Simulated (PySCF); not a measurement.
C3H9NSi.
Atom-mapped SMILES: `[CH3:1][NH:2][SiH:3]1[CH2:4][CH2:5]1` (hydrogens: H6, H7, H8 on C1; H9 on N2; H10 on Si3; H11, H12 on C4; H13, H14 on C5)

Computed by this run: PySCF 2.14.0, PBE0-D3(BJ)/def2-SVP geometry optimisation, gas phase; density fitting, grid level 1; the optimiser is geomeTRIC in internal coordinates, started from a GFN2-xTB structure with every atom displaced at random (about 0.01 Å).

Step 0: E = -12609.8715 eV
```
atom  x, y, z in Å  |  force x, y, z in eV/Å
C1     -2.2623    0.0387    0.3796   -0.618   1.449  -0.525
N2     -1.1070   -0.5681   -0.1737    0.417   0.385   0.234
Si3     0.2607    0.3360   -0.6541    1.973  -0.877   1.389
C4      1.6814    0.5038    0.6285   -1.847  -1.550  -0.491
C5      1.9064   -0.5740   -0.4570   -1.175   1.473   0.468
H6     -2.9340    0.5021   -0.3987    0.169  -0.231   0.444
H7     -2.8545   -0.6683    0.9411   -0.428  -0.440   0.526
H8     -1.9604    0.8673    1.0433   -0.141  -0.130   0.136
H9     -1.3436   -1.3659   -0.7090   -0.035  -1.080  -0.727
H10     0.1585    1.3726   -1.6534   -0.125   0.599  -0.633
H11     2.3068    1.3484    0.6251    1.071   1.419  -0.172
H12     1.5208    0.1240    1.6423   -0.158  -0.016   0.030
H13     1.9121   -1.5786   -0.1068   -0.078  -1.153   0.305
H14     2.7079   -0.3532   -1.1151    0.975   0.153  -0.984
```

Question: Estimate the geometry and energy of step 1. (The exact step hangs on the optimiser's Hessian estimate; all steps are aligned on step 0, rigid shifts and turns removed.)

Answer: E = -12610.1019 eV, largest force 0.502 eV/Å
```
atom  x, y, z in Å  |  force x, y, z in eV/Å
C1     -2.2530    0.0683    0.4082    0.088  -0.216   0.062
N2     -1.1337   -0.5791   -0.2489   -0.174  -0.157  -0.182
Si3     0.3071    0.2498   -0.7047    0.282   0.239   0.340
C4      1.6015    0.5073    0.6213    0.109   0.412  -0.060
C5      1.9559   -0.5626   -0.4259   -0.035  -0.246  -0.157
H6     -2.9362    0.6063   -0.2740   -0.031   0.017  -0.055
H7     -2.8560   -0.6668    0.9736    0.064   0.077  -0.056
H8     -1.8762    0.7989    1.1385    0.009   0.039   0.039
H9     -1.4070   -1.3694   -0.8309    0.024   0.133   0.128
H10     0.1952    1.3126   -1.7446    0.047  -0.062  -0.023
H11     2.2407    1.4121    0.6259   -0.277  -0.286  -0.031
H12     1.3953    0.1493    1.6378   -0.018  -0.037  -0.064
H13     1.9688   -1.6057   -0.0782    0.027   0.118  -0.034
H14     2.7905   -0.3362   -1.1059   -0.117  -0.032   0.094
```

The energy changes by -0.2304 eV. The first-order estimate −F·Δx gives -0.5231 eV and the mean of the old and new forces, exact on a quadratic surface, -0.2366 eV. The step makes an angle of 76° with the force vector and moves no atom by more than 0.163 Å.

What follows is the cost of the whole optimisation. The run took 48 s on one thread, Arm Neoverse V1 (aarch64), shared host with 64 logical CPUs at a one-minute load of 37, and the process peaked at 0.51 GiB of memory.
